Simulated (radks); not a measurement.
V2+, configuration [Ar] 3d3. Method: non-relativistic Kohn-Sham, PBEsol, spin-polarised, spherical densities, point nucleus; open shells are filled with parallel spins first; computed with a radial shooting solver on a logarithmic mesh with Libxc functionals.

Local quantities along the radius. ELF = 1/(1 + alpha^2) is the electron localisation function; alpha = (tau - tau_W)/tau_unif compares the Pauli kinetic energy density with that of the uniform gas (summed over spins).

r (bohr)    ELF    alpha
0.002797  1.000  0.01398
0.003154  1.000  0.01429
0.003556  1.000  0.01465
0.004042  1.000  0.01510
0.004557  1.000  0.01558
0.005179  1.000  0.01620
0.005839  1.000  0.01688
0.006584  1.000  0.01767
0.007483  1.000  0.01869
0.008437  1.000  0.01984
0.009513  1.000  0.02121
0.01081   0.999  0.02301
0.01219   0.999  0.02508
0.01374   0.999  0.02765
0.01562   0.999  0.03110
0.01761   0.999  0.03525
0.02002   0.998  0.04101
0.02257   0.998  0.04815
0.02545   0.997  0.05770
0.02892   0.995  0.07175
0.03261   0.992  0.09030
0.03677   0.987   0.1168
0.04179   0.975   0.1586
0.04712   0.955   0.2177
0.05312   0.914   0.3072
0.06038   0.829   0.4539
0.06808   0.697   0.6594
0.07737   0.519   0.9629
0.08724   0.373    1.295
0.09836   0.289    1.570
0.1118    0.271    1.642
0.126     0.318    1.463
0.1421    0.426    1.160
0.1615    0.577   0.8555
0.1821    0.703   0.6499
0.207     0.790   0.5154
0.2334    0.831   0.4514
0.2631    0.838   0.4390
0.2991    0.803   0.4951
0.3372    0.695   0.6629
0.3802    0.474    1.054
0.4321    0.231    1.823
0.4872    0.142    2.461
0.5493    0.172    2.191
0.6243    0.355    1.349
0.7039    0.600   0.8171
0.8       0.758   0.5657
0.902     0.811   0.4834
1.017     0.815   0.4770
1.156     0.781   0.5299
1.303     0.710   0.6393
1.469     0.593   0.8280
1.67      0.427    1.159
1.883     0.270    1.643
2.123     0.153    2.355
2.413     0.078    3.438
2.721     0.040    4.876
3.092     0.019    7.189
3.486     0.009    10.79
3.931     0.003    17.36
4.468     0.001    31.91
5.037     0.000    63.32

On this mesh the ELF has minima near r = 0.11, 0.49 bohr, which separate the shells, and maxima near 0.26 (0.84), 1.0 (0.81).

Self-consistent cycle (total energy in hartree, residual of the potential): 1: -940.402091, 4e+00; 2: -941.456465, 2e+00; 3: -941.844645, 2e-01; 4: -941.845050, 2e-01; 5: -941.853604, 1e-02; 6: -941.853618, 4e-04; 7: -941.853618, 3e-04; 8: -941.853618, 1e-04; 9: -941.853618, 4e-05; 10: -941.853618, 6e-07; 11: -941.853618, 2e-06; 12: -941.853618, 6e-07; 13: -941.853618, 6e-09; 14: -941.853618, 3e-09.
